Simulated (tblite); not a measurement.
C₅H₄O₃.
Geometry (GFN2-xTB, Å), atoms numbered from 1 in this order:
```
atom  x, y, z in Å
C1     2.077   -0.010    0.180
O2     1.017   -0.843   -0.272
C3    -0.196   -0.365   -0.177
C4    -0.778    0.794    0.265
C5    -2.141    0.346   -0.047
O6    -3.246    0.795    0.045
C7    -1.521   -0.978   -0.554
O8    -1.875   -2.014   -1.023
H9     2.994   -0.572    0.022
H10    1.960    0.221    1.241
H11    2.106    0.920   -0.393
H12   -0.397    1.705    0.686
```

Calculated harmonic vibrations of the isolated species, GFN2-xTB (tblite), most abundant isotopes, no scaling. This tight-binding method is rough: wavenumbers can miss measured ones by several per cent, in bad cases by 10 to 20. One conformer, not necessarily the lowest.

Harmonic wavenumbers (cm⁻¹): 74.6, 119.4, 139.1, 169.8, 293.9, 295.0, 386.3, 537.2, 606.3, 675.6, 757.0, 813.7, 815.2, 870.7, 1004.4, 1029.4, 1111.6, 1134.3, 1174.8, 1242.6, 1389.9, 1450.7, 1455.8, 1599.2, 1829.2, 1900.7, 2975.9, 2983.7, 3049.7, 3144.1.

A = 4174, B = 1515, C = 1119 MHz; mass 112.016 u (most abundant isotopes); point group Cs, symmetry number 1.

Question: What is the zero-point energy?

Answer: ½Σν̃ = 17515 cm⁻¹ = 50.08 kcal/mol.

Question: Entropy at 298.15 K, 1 bar (ideal gas, RRHO, classical rotation)?

Answer: Translation 40.08, rotation 28.21, vibration 18.87: S = 87.2 cal/(mol K).

Question: And Cp and H(298.15 K) − H(0)?

Answer: Cp = 28.11 cal/(mol K), of which vibrations give 20.16 (their classical limit is 30 R = 59.6); H(298.15 K) − H(0) = 5.43 kcal/mol without the zero-point energy, 3.06 from vibrations.

Question: What must be added to the electronic energy to get the Gibbs energy at 298.15 K and 1 bar?

Answer: ZPE + [H(298.15 K) − H(0)] − T·S = 50.08 + 5.43 − 25.99 = 29.52 kcal/mol.

Question: How do the functions run with temperature in this model?

Answer: 
```tsv
T (K)	S (cal/(mol K))	Cp (cal/(mol K))	H − H(0) (kcal/mol)	G − H(0) (kcal/mol)	ln q(vib)
100	64.6	15.4	1.12	-5.34	0.89
200	77.3	21.8	2.98	-12.47	2.61
300	87.3	28.2	5.49	-20.72	4.36
500	104.5	39.3	12.30	-39.95	7.77
800	125.4	49.6	25.78	-74.56	12.59
1000	137.0	53.8	36.15	-100.83	15.54
```

q(vib) and H(0) count from the zero-point level.

Question: Which modes carry the vibrational entropy at 298.15 K?

Answer: 74.6 cm⁻¹: 4.03; 119.4 cm⁻¹: 3.11; 139.1 cm⁻¹: 2.82; 169.8 cm⁻¹: 2.44; 293.9 cm⁻¹: 1.45; 295.0 cm⁻¹: 1.45 cal/(mol K); the other 24 give 3.58 together.

Hindered rotation and anharmonicity are outside this model. Other conformers, if any are populated, would add a mixing term that is left out.

Hardware: one thread, Arm Neoverse V2 (aarch64), no GPU, shared host with 96 logical CPUs at a one-minute load of 37. Cost: 0.21 s wall. The figure is for the frequency step alone.
